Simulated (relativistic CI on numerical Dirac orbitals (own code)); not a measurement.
Hf XX: computed level list

Calculated at this level of theory: Dirac-Coulomb-Breit CI, orbitals from a KLI potential per configuration, model QED (radiative potential, 1s self-energy scaled to tabulated hydrogen-like ionisation energies), unscaled Slater integrals (own radial code, finite nucleus).

Configurations in the expansion (outside the closed core [Ar] 3d10 4p6 4d10): 4s2 4f7, 4s2 4f6 5s, 4s2 4f5 5s2, 4s2 4f6 6s, 4f9. Levels of other configurations are missing.

The lowest level is 4s2 4f7 8S°_7/2, with 92 % of that term; Hund's rules for 4s2 4f7 give 8S° with J = 7/2, in agreement.

```csv
No.,Configuration,Term,J,E (cm⁻¹),%,Next component (%)
1,4s2 4f7,8S°,7/2,0.0,92,7 6P°
2,4s2 4f7,6P°,7/2,62419.4,49,19 6D°
3,4s2 4f7,6P°,5/2,65956.0,67,24 6D°
4,4s2 4f7,6P°,3/2,68898.1,78,16 6D°
5,4s2 4f7,6I°,7/2,70184.3,77,17 4H°
6,4s2 4f7,6I°,9/2,72401.2,83,12 4H°
7,4s2 4f7,6I°,17/2,72556.9,88,11 4K°
8,4s2 4f7,6I°,11/2,74104.8,89,7 4H°
9,4s2 4f7,6I°,15/2,74729.8,92,6 4K°
10,4s2 4f7,6I°,13/2,74922.0,91,3 4H°
11,4s2 4f7,6D°,9/2,81183.0,78,9 4F°
12,4s2 4f7,6D°,7/2,86067.4,59,16 6P°
13,4s2 4f7,6D°,1/2,86900.3,96,2 4P°
14,4s2 4f7,6D°,3/2,88075.3,76,16 6P°
15,4s2 4f7,6D°,5/2,88317.5,60,25 6P°
16,4s2 4f7,4G°,7/2,95862.4,13,13 4F°
17,4s2 4f7,6G°,5/2,100071.8,26,21 4F°
18,4s2 4f7,6G°,11/2,102196.7,42,34 6F°
19,4s2 4f7,6G°,9/2,103082.8,44,18 6F°
20,4s2 4f7,6G°,3/2,104825.6,39,22 4D°
21,4s2 4f7,4N°,17/2,105946.5,45,21 2M°
22,4s2 4f7,6G°,7/2,108061.2,44,17 6F°
23,4s2 4f7,6G°,13/2,108406.1,69,18 4H°
24,4s2 4f7,4G°,9/2,109614.3,27,19 4F°
25,4s2 4f7,6F°,1/2,111023.5,50,47 4D°
26,4s2 4f7,4N°,19/2,112243.1,70,14 4L°
27,4s2 4f7,4N°,23/2,112336.8,83,13 2O°
28,4s2 4f7,4G°,11/2,112999.0,28,24 6G°
29,4s2 4f7,4H°,13/2,113373.8,25,24 4L°
30,4s2 4f7,4N°,21/2,114839.5,91,4 2O°
31,4s2 4f7,6G°,5/2,114872.2,32,23 6F°
32,4s2 4f7,6F°,7/2,116024.4,31,22 4F°
33,4s2 4f7,4L°,15/2,116452.1,60,29 4K°
34,4s2 4f7,4L°,13/2,116597.1,35,33 4H°
35,4s2 4f7,6G°,3/2,116683.7,41,27 4D°
36,4s2 4f7,4H°,7/2,116992.4,35,23 4D°
37,4s2 4f7,4N°,17/2,117291.6,34,30 4L°
38,4s2 4f7,6F°,5/2,117773.1,29,24 4D°
39,4s2 4f7,6F°,11/2,119503.5,28,22 4H°
40,4s2 4f7,6F°,9/2,119569.0,31,27 6G°
41,4s2 4f7,6H°,5/2,121137.9,24,21 4G°
42,4s2 4f7,6F°,3/2,121182.5,47,33 4D°
43,4s2 4f7,4K°,11/2,121388.6,52,16 4H°
44,4s2 4f7,6H°,15/2,121946.9,60,28 4I°
45,4s2 4f7,4L°,19/2,122267.2,75,21 4N°
46,4s2 4f7,6H°,9/2,123423.4,34,18 4H°
47,4s2 4f7,4H°,11/2,124344.3,34,32 6H°
48,4s2 4f7,4D°,1/2,124468.3,53,44 6F°
49,4s2 4f7,6G°,7/2,124504.1,30,20 6H°
50,4s2 4f7,4H°,9/2,126191.4,54,16 4G°
51,4s2 4f7,4H°,13/2,128432.2,28,22 6H°
52,4s2 4f7,4L°,17/2,128846.3,53,21 2L°
53,4s2 4f7,4K°,15/2,129633.0,30,23 4L°
54,4s2 4f7,4G°,7/2,130096.4,28,22 4H°
55,4s2 4f7,4H°,11/2,130573.9,38,23 4I°
56,4s2 4f7,4H°,7/2,131104.1,30,19 6H°
57,4s2 4f7,2Q°,23/2,131552.9,77,12 2O°
58,4s2 4f7,4K°,13/2,131908.1,46,19 4H°
59,4s2 4f7,4I°,9/2,133200.4,27,25 4G°
60,4s2 4f7,4S°,3/2,133285.3,68,12 4P°
61,4s2 4f7,4G°,5/2,133565.7,55,17 2F°
62,4s2 4f7,4H°,13/2,134283.6,39,21 4I°
63,4s2 4f7,4G°,11/2,134655.1,47,14 4H°
64,4s2 4f7,6H°,9/2,135031.3,28,22 4F°
65,4s2 4f7,4I°,13/2,136072.3,52,13 2I°
66,4s2 4f7,2Q°,25/2,136088.0,100,
67,4s2 4f7,4I°,11/2,136239.2,50,15 6H°
68,4s2 4f7,6H°,5/2,136433.8,39,30 4G°
69,4s2 4f7,4G°,9/2,136724.1,30,26 4I°
70,4s2 4f7,4G°,7/2,138276.3,66,8 4F°
```

Energies count from the lowest computed level; ° marks odd parity.

The mean weight of the leading LS term, summed over parents, in these 70 levels is 52 %, and that of the leading jj configuration (from the same eigenvectors) 48 %.

At this charge energies of transitions that change n are usually good to better than 1 %, and those within a shell (Δn = 0) to a few per cent. Terms inside the open d or f shell come out 10 to 20 % too wide with unscaled integrals.

LS names give the leading component of a level, which can be under half, so a name can repeat, a term be missing and a line seem to break the LS rules.
